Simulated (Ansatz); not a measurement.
Redistribution: SiH2Cl2 + C2H9ClSi2 → SiH2(SiH3)Cl + C2H6Cl2Si

Species: SiH2Cl2 (dichlorosilane (DCS)) `Cl[SiH2]Cl`, singlet; C2H9ClSi2 `CC[SiH]([SiH3])Cl`, singlet; SiH2(SiH3)Cl, singlet; C2H6Cl2Si `CC[SiH](Cl)Cl`, singlet. The partners trade Cl for SiH3; both sit on Si, so the bond types are kept.

Shapes, held fixed at every level: PBE0-D4/def2-TZVP. Flexible molecules stand in one conformer, not always the lowest. Programs: Ansatz 0.2.0. Electronic energies: no zero-point or thermal term.

**Question.** Estimate ΔE of this reaction.

**Answer.** The highest level, CCSD(T)/CBS estimate, gives ΔE = -7.2 kJ/mol; the levels span -8.2 to -7.2. The column of differences is taken from that level and isn't an error. No measured value is set beside it here. The CBS estimate extrapolates MP2 from def2-TZVPP and def2-QZVPP and adds CCSD(T) − MP2 in the triple-zeta set, cores frozen.

```tsv
level	kind	ΔE (kJ/mol)	less CCSD(T)/CBS estimate
PBE-D4/def2-TZVPP	GGA	-7.4	-0.2
r2SCAN-D4/def2-TZVPP	meta-GGA	-8.2	-1.0
B3LYP-D4/def2-TZVPP	global hybrid	-7.5	-0.3
wB97X-V/def2-TZVPP	range-separated hybrid	-8.2	-1.0
CCSD(T)/def2-TZVPP	coupled cluster or CI	-7.3	-0.1
CCSD/def2-TZVPP	coupled cluster or CI	-7.6	-0.4
CCSD(T)/CBS estimate	coupled cluster or CI	-7.2	0.0
```
